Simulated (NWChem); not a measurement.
System: C$_{5}$H$_{5}$N; SMILES C=C1C=CN=C1

```xyz
11

C     -0.0492    -2.0895     0.0000
C      0.0187    -0.7476     0.0000
C      1.1806     0.1453     0.0000
C      0.6749     1.3993     0.0000
N     -0.7562     1.4271     0.0000
C     -1.1296     0.1886     0.0000
H      0.8415    -2.7123     0.0000
H     -1.0059    -2.6057     0.0000
H      2.2185    -0.1601     0.0000
H      1.2098     2.3416     0.0000
H     -2.1764    -0.1051     0.0000
```
Atoms are numbered in this order, from 1.

Results from NWChem. Pople sets run with spherical d functions. Geometry: optimised at B3LYP/6-31G* (spherical d). Vzz is the largest principal value of the second derivative of the potential at the nucleus (NWChem prints the opposite sign); η is the asymmetry. Non-relativistic.

For level B3LYP/def2-SVP:

| Property | Value |
|---|---|
| Vzz N5 (a.u.) | -1.016 |

Question: How do the values read with level B3LYP/6-31G* instead?

Answer: 
| Quantity | Result |
|---|---|
| Vzz N5 (a.u.) | -0.961 |
